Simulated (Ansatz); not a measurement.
Two isomers of C2H10OSi2: A = `C[SiH2]C[SiH2]O`, B = `CC[SiH](O)[SiH3]`.

Computed with Ansatz on PBE0-D4/def2-TZVP structures; ΔE is electronic, products minus reactants. CCSD(T)/CBS adds triple-zeta CCSD(T) − MP2 to the extrapolated MP2 energy (def2 sets, frozen cores). DFT in def2-TZVPP. B3LYP here is the variant with VWN-RPA as its local correlation; programs differ in this. One conformer a species, not always the lowest.

Question: Which isomer does CCSD(T)/CBS put lower? Give the gap. (Best estimate.)

Answer: The calculation gave: A, by 15.2 kcal/mol.

Question: Give E(B) − E(A) in kcal/mol with PBE0-D4, B3LYP-D4, ωB97M-V, CCSD(T)/def2-TZVPP, HF/def2-TZVPP, CCSD/def2-TZVPP, r2SCAN-D4. (An estimate is asked.)

Answer: The calculation gave: PBE0-D4 12.9, B3LYP-D4 13.8, ωB97M-V 16.3, CCSD(T)/def2-TZVPP 14.8, HF/def2-TZVPP 15.2, CCSD/def2-TZVPP 14.8, r2SCAN-D4 14.6. None reverses the order clearly.

Largest T1 diagnostic: 0.011.

From PBE to PBE0 (25 % exact exchange), in def2-TZVPP and without D4, E(B) − E(A) moves by +1.2 kcal/mol.
